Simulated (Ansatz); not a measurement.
Calculated with Ansatz (gas phase, PBE0-D4/def2-TZVP geometries, no zero-point term in ΔE). CCSD(T)/CBS adds triple-zeta CCSD(T) − MP2 to the extrapolated MP2 energy (def2 sets, frozen cores). This one scheme is used for every species. DFT in def2-TZVPP. For Ga outer-core shells are correlated without core-valence functions, which leaves a few kJ/mol of doubt a bond. Scalar relativity is left out up to krypton.

Reaction (ligand exchange at the Al–F bond): `[F][AlH2]` + `[OH][GaH2]` → `[AlH2][O][GaH2]` + H–F

Question: Is it downhill or uphill in electronic energy at CCSD(T)/CBS, and by how much? (Best estimate.)

Answer: Computed: Uphill: ΔE = +34.8 kJ/mol.

Question: What do these levels give: r2SCAN0-D4, CAM-B3LYP-D4, revPBE, RPA@PBE/def2-TZVPP, HF/def2-SVP, MP2/def2-QZVPP? (Estimate.)

Answer: The calculation gave: r2SCAN0-D4 34.7, CAM-B3LYP-D4 37.3, revPBE 44.3, RPA@PBE/def2-TZVPP 34.1, HF/def2-SVP 28.5, MP2/def2-QZVPP 33.1 kJ/mol.

Largest T1 diagnostic among the species: 0.015.

The D4 term adds −5.4 kJ/mol with B3LYP and −3.0 kJ/mol with PBE0; it sums over pairs of atoms, weighted by their polarisabilities, and B3LYP, whose exchange is more repulsive, gets the larger term. From PBE to PBE0 (25 % exact exchange), in def2-TZVPP and without D4, ΔE moves by −4.7 kJ/mol.

B3LYP here is the variant with VWN-RPA as its local correlation; programs differ in this.
